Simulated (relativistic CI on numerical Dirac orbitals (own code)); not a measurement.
**Ba XVIII: q coefficients and field-shift factors**

Calculated at this level of theory: Dirac-Coulomb-Breit CI, separate exchange-only KLI orbitals for each configuration, derivatives by finite differences, unscaled Slater integrals, QED left out (own radial code, finite nucleus).

Configuration list (outside the closed core [Ar] 3d10): 4s2 4p6 4d3, 4s2 4p5 4d4, 4s2 4p6 4d2 4f, 4s2 4p6 4d 4f2, 4s 4p6 4d4, 4s2 4p6 4d2 5s, 4p6 4d5, 4s2 4p6 4d2 5p. Levels of other configurations are missing.

With x = (α/α₀)² − 1 an excitation energy changes as ω = ω₀ + qx; K = 2q/ω₀ is the relative enhancement. Terms are leading LS components, so labels can repeat. The field-shift factor is F = δν/δ⟨r²⟩ for the transition from the lowest level.

Lowest level 4s2 4p6 4d3 4F_3/2.

```csv
Level,ω₀ (cm⁻¹),q (cm⁻¹),K,F (GHz/fm²)
4s2 4p6 4d3 4F_5/2,15481,20830,2.69,0.275
4s2 4p6 4d3 4F_7/2,27562,29860,2.17,0.397
4s2 4p6 4d3 4P_3/2,33872,14090,0.832,0.0875
4s2 4p6 4d3 4F_9/2,35464,29290,1.65,0.407
4s2 4p6 4d3 4P_1/2,39131,19510,0.997,0.114
4s2 4p6 4d3 2G_7/2,55453,36250,1.31,0.467
4s2 4p6 4d3 4P_5/2,56964,37010,1.3,0.302
4s2 4p6 4d3 2H_9/2,58603,39410,1.34,0.625
4s2 4p6 4d3 2D_3/2,65152,42630,1.31,0.386
4s2 4p6 4d3 2P_1/2,70002,43810,1.25,0.533
4s2 4p6 4d3 2H_11/2,78630,44590,1.13,0.778
4s2 4p6 4d3 2D_5/2,80509,48620,1.21,0.364
4s2 4p6 4d3 2G_9/2,89404,65790,1.47,0.906
```

At this charge energies of transitions that change n are usually good to better than 1 %, and those within a shell (Δn = 0) to a few per cent. Terms inside the open d or f shell come out 10 to 20 % too wide with unscaled integrals.
